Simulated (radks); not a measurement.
The numbers below are computed, except where a source is named.
Numerical settings for the beryllium ion Be3+, 1s1. Level of theory: non-relativistic Kohn-Sham, PBE, spin-polarised, spherical densities, point nucleus; open shells are filled with parallel spins first (a radial shooting solver on a logarithmic mesh with Libxc functionals). The defaults (mesh step 0.008 in ln r, mesh end at 40 bohr or more with all orbitals vanishing there, Anderson mixing 0.5 over 9 steps, residual threshold near 1e-9 with the energy settled to 1e-9 hartree or 1e-11 of itself, here a cap of 61 iterations) give E = -7.9808 hartree and 1s at -192.52 eV in 13 iterations. Run on one thread of a shared host, so times are rough (Arm Neoverse V1): 0.03 s of CPU time, 0.03 s wall, 13 iterations on 2476 mesh points. Changes against that run (0 stands for a change within the tolerance of the run):

setting                     iterations  converged  E (mhartree)  e(1s) (meV)  CPU (s)
mesh step in ln r 0.12              61         no      -2.4e+04            -     0.04
mesh step in ln r 0.012             13        yes             0            0     0.03
mesh step in ln r 0.003             13        yes             0            0     0.08
mesh end (bohr) 2                   13        yes        +0.522        +30.1     0.03
mesh end (bohr) 12                  13        yes             0            0     0.03
residual threshold 1e-05             7        yes             0            0     0.02
residual threshold 1e-13            61         no             0            0     0.15
mixing 1                             8        yes             0            0     0.02
linear mixing, mixing 0.8           15        yes             0            0     0.03
linear mixing, mixing 0.05          61         no       +0.0016    -1.14e+03     0.13
mixing history 2                    14        yes             0            0     0.03
iteration cap 8                      8         no             0            0     0.02

No run marked as converged misses the energy by more than 1 mhartree. A mesh that ends early acts as a hard wall.
